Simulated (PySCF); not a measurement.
Compound: Br₂.
Z-matrix (Å and degrees, PBE0-D3(BJ)/def2-SVP geometry), rows numbered from 1:
```
Br
Br  1  2.2989
```

Method used: PBE0-D3(BJ)/def2-SVP geometry optimisation, gas phase in PySCF.

Take the most abundant isotopes and a rigid rotor. 

(1) What are the moment of inertia and the rotational constant?

(2) List the first levels of a rigid rotor in a Σ state.

(3) Has it a pure rotational spectrum?

(4) Estimate the classical rotational partition function at 10 K, 200 K and 500 K.

## Answers

(1) I = 208.531 u·Å², B = 505379 MHz·u·Å²/I = 2424 MHz (0.0808 cm⁻¹, or 0.116 K as hB/k). For two atoms I = μr² with μ = 39.4592 u and r = 2.2989 Å.

(2) E(J) = BJ(J+1): J = 1: 0.162, J = 2: 0.485, J = 3: 0.970, J = 4: 1.617, J = 5: 2.425, J = 6: 3.395 cm⁻¹.

(3) Not by electric dipole: D∞h allows no dipole (computed 0.00 D). Rotational Raman lines (ΔJ = 2) lie at B(4J + 6), spaced by 4B = 0.323 cm⁻¹, with nuclear-spin weights that differ between even and odd J.

(4) Point group D∞h, symmetry number σ = 2; q = kT/(σhB), k/h = 20836.6 MHz/K: 43.0 at 10 K, 860 at 200 K, 2150 at 500 K.

PBE0-D3(BJ)/def2-SVP frequencies: not computed here. No vibrational averaging or centrifugal distortion is included, and the geometry carries the error of its method.
